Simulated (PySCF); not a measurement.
**Ni²⁺ (nickel, charge +2): UHF calculation**

Configuration: [Ar] 3d7 4s1, high-spin 5F determinant (an excited configuration). Computed with PySCF 2.14 in aug-cc-pVDZ-DK (7s6p4d2f, 59 functions), with scalar relativity by spin-free X2C-1e.

```json
{
 "Total energy": "-1518.046983 hartree",
 "One-electron energy": "-2081.5957 hartree",
 "Hartree (Coulomb) energy": "625.4220 hartree",
 "Exchange energy": "-61.8733 hartree",
 "⟨S²⟩": "6.0021",
 "⟨L²⟩": "12.023",
 "Sum of ⟨r⟩": "16.61 bohr",
 "Sum of ⟨r²⟩": "19.34 bohr²",
 "Langevin diamagnetic susceptibility": "-15.3 ×10⁻⁶ cm³/mol"
}
```

| shell | electrons | mean orbital energy (eV) | spread (eV) | rms radius, mean of both spins (bohr) |
| --- | --- | --- | --- | --- |
| 1s α | 1 | -8429.6 | 0 | 0.0624 |
| 1s β | 1 | -8429.4 | 0 | 0.0624 |
| 2s α | 1 | -1080.8 | 0 | 0.265 |
| 2s β | 1 | -1077.3 | 0 | 0.265 |
| 2p α | 3 | -929.88 | 0 | 0.238 |
| 2p β | 3 | -926.54 | 0 | 0.238 |
| 3s α | 1 | -168.13 | 0 | 0.789 |
| 3s β | 1 | -159.30 | 0 | 0.789 |
| 3p α | 3 | -122.13 | 0 | 0.837 |
| 3p β | 3 | -111.96 | 0 | 0.837 |
| 3d α | 5 | -48.272 | 1.537 | 1.01 |
| 3d β | 2 | -44.104 | 0 | 1.01 |
| 4s α | 1 | -27.679 | 0 | 2.50 |

Densities and radii are taken from the X2C orbitals without a picture-change correction, which distorts them close to the nucleus.

Spin-orbit constants ζ (cm⁻¹) from the X2C one-electron operator on these orbitals: bare nucleus, nucleus screened by l(l+1)(2l+1)/3 electrons, and screened by the Breit-Pauli mean field of the electrons.

```
shell   bare  screened nucleus  mean field
   2p  98530             91490       88320
   3p  12520             11620       11150
   3d   1291             830.2       759.5
```

To first order the Landé constant is A = -189.9 cm⁻¹, so the lowest level has J = 5 and lies 0.141 eV below the centre of the term. This holds in LS coupling only.
